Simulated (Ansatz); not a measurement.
Geometry optimisation, RKS PBE0-D4/def2-SVP (Ansatz 0.2.0).

Input file:

```yaml
crystal:
  periodic: [false, false, false]
  atoms:
    - { symbol: Ge, position_ang: [-0.8611, 0.230347, -0.42259] }
    - { symbol: H, position_ang: [1.873975, 0.438648, -1.068193] }
    - { symbol: H, position_ang: [-0.402973, -0.079946, -1.853795] }
    - { symbol: H, position_ang: [-2.395773, 0.179768, -0.329792] }
    - { symbol: C, position_ang: [-0.040997, -0.886788, 0.93165] }
    - { symbol: H, position_ang: [1.834306, 1.102948, -0.841962] }
    - { symbol: Cl, position_ang: [-0.339745, 2.333092, -0.007162] }
    - { symbol: H, position_ang: [-0.378651, -1.92738, 0.808654] }
    - { symbol: H, position_ang: [-0.342305, -0.53336, 1.927367] }
    - { symbol: H, position_ang: [1.053362, -0.857329, 0.855923] }
basis:
  gaussian: { orbitals: def2-SVP }
hamiltonian:
  xc: pbe0
  dispersion: d4
relax:
  f_tol: 0.03
  max_steps: 50
```

Run as:

```bash
$ ansatz run input.yaml --threads 2 --pin off --max-ram 3072MiB --backend cpu --events-out ev --progress --plain --runs-dir out
```

**Question.** Where does it end, and by what steps?

**Answer.** It converged. After 6 steps the energy has fallen by 0.171 eV; H2 moved furthest, 0.81 Å.

```tsv
step	energy less start (eV)	largest force component (eV/Å)	accepted
0	0.0000	2.335	yes
1	-0.1268	0.137	yes
2	-0.1544	0.156	yes
3	-0.1582	0.161	yes
4	-0.1684	0.066	yes
5	-0.1695	0.100	yes
6	-0.1705	0.022	yes
```

```xyz
10
Properties=species:S:1:pos:R:3
Ge -1.025 0.188 -0.356
H 2.614 0.680 -1.302
H -0.579 -0.150 -1.787
H -2.560 0.179 -0.241
C -0.170 -0.925 0.982
H 2.134 1.205 -1.029
Cl -0.404 2.241 0.013
H -0.472 -1.975 0.850
H -0.460 -0.593 1.988
H 0.922 -0.850 0.883
```

Run time: 17 s on 2 threads of Arm Neoverse V2 (shared host), peak memory 0.22 GiB.
